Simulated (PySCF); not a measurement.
**Trend along the 5d metals: MO molecules**

MP2 with triple-zeta basis sets in PySCF, for the lowest determinant that a PBE0 search found; no spin–orbit coupling. De refers to high-spin ground-configuration atoms.

```tsv
M	basis	reference, frozen orbitals	state (unpaired electrons)	Re (Å)	ωe (cm⁻¹)	De (eV)
Hf	x2c-TZVPPall	RHF, 24	singlet (closed shell)	1.728	987	n/a
Ta	def2-TZVPP	ROHF, 1	doublet (δ ↑)	1.697	1024	n/a
W	x2c-TZVPPall	ROHF, 24	triplet (δ ↑↑)	1.652	1106	n/a
Re	def2-TZVPP	ROHF, 1	sextet (σ ↑, π ↑↑, δ ↑↑)	1.733	944	n/a
Os	x2c-TZVPPall	ROHF, 24	quintet (σ ↑, π ↑↑, δ ↑)	1.702	1005	n/a
Au	def2-TZVPP	ROHF, 1	doublet (π ↑)	1.869	611	n/a
```

The shortest bond is that of WO (1.652 Å), the longest that of AuO (1.869 Å).

The rows differ in basis set, which adds steps of its own.

The state changes along the series, so neighbouring rows are not always alike in their bonding.

Correlated steps freeze the inner cores (1 to 24 orbitals); shallow outer-core shells are correlated. De is left out where the level can put another filling of the metal’s s and d shells below the measured ground configuration, by anything from nothing to about 1 eV. Spin–orbit coupling is left out, which matters for elements this heavy, above all for dissociation energies. The state is the lowest single determinant that the PBE0 search found; with open d or f shells the true ground state can be another one.
